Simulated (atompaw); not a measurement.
Reading a pseudo-wave (S (Z = 16))

Columns: radius, all-electron u(r) and pseudo u(r) of the 3s shell (level -17.26 eV) of sulfur in the configuration [Ne] 3s2 3p4; PBE, scalar-relativistic, PAW (atompaw) scheme, atompaw 4.2.0.5.

```
r (bohr)  all-electron  pseudo
   0.065        0.2034  0.0466
   0.131       -0.0083  0.0943
   0.196       -0.2322  0.1416
   0.262       -0.3692  0.1903
   0.327       -0.4070  0.2390
   0.392       -0.3690  0.2884
   0.458       -0.2781  0.3391
   0.523       -0.1585  0.3896
   0.588       -0.0256  0.4402
   0.654        0.1115  0.4912
   0.719        0.2407  0.5405
   0.785        0.3611  0.5892
   0.850        0.4666  0.6349
   0.915        0.5579  0.6777
   0.981        0.6362  0.7174
   1.046        0.6995  0.7522
   1.112        0.7505  0.7824
   1.177        0.7885  0.8065
   1.242        0.8154  0.8246
   1.308        0.8327  0.8368
   1.373        0.8409  0.8425
   1.438        0.8416  0.8421
   1.504        0.8359  0.8359
   1.569        0.8247  0.8247
   1.635        0.8089  0.8089
   1.700        0.7897  0.7897
```

(1) How many radial nodes do the two functions have?

(2) Where does each function peak?

(3) Is the pseudo-wave norm-conserving?

## Answers

(1) The all-electron 3s function has n − l − 1 = 2; the pseudo-wave has 0, since the states of the same l below it are removed with the core.

(2) Outermost all-electron maximum near 1.44 bohr, pseudo maximum near 1.37 bohr (to the table’s step).

(3) No, it belongs to a PAW set: the norm inside the radius is not constrained, and the difference is carried by the augmentation charge.
